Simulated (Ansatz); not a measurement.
Basis-set extrapolation for `SC1CBC1` (PBE0-D4/def2-TZVP geometry, frozen core, the Gaussian-basis code of Ansatz). Multiplicity 1, RHF reference.

```json
{"": "HF", "def2-TZVPP": "-539.912674", "def2-QZVPP": "-539.930477"}
{"": "MP2 correlation", "def2-TZVPP": "-0.782921", "def2-QZVPP": "-0.836640"}
{"": "CCSD(T) correlation", "def2-TZVPP": "-0.872620", "def2-QZVPP": "not run"}
```

Energies in hartree. Use E(X) = E(∞) + A·exp(−7.88·√X) for Hartree–Fock and E(X) = E(∞) + B·X^(−2.97) for correlation, with X = 3 and 4, and add CCSD(T) minus MP2 of the smaller set to the MP2 limit.

What is the CCSD(T) energy at the basis-set limit?

HF limit: -539.930477 + (-0.017803) × 0.13774 = -539.93293. MP2 limit: -0.836640 + (-0.053719) × 0.74074 = -0.87643. Higher-order term: -0.872620 − (-0.782921) = -0.08970. Total: -540.89906 hartree, 3.10 eV below CCSD(T)/def2-TZVPP.
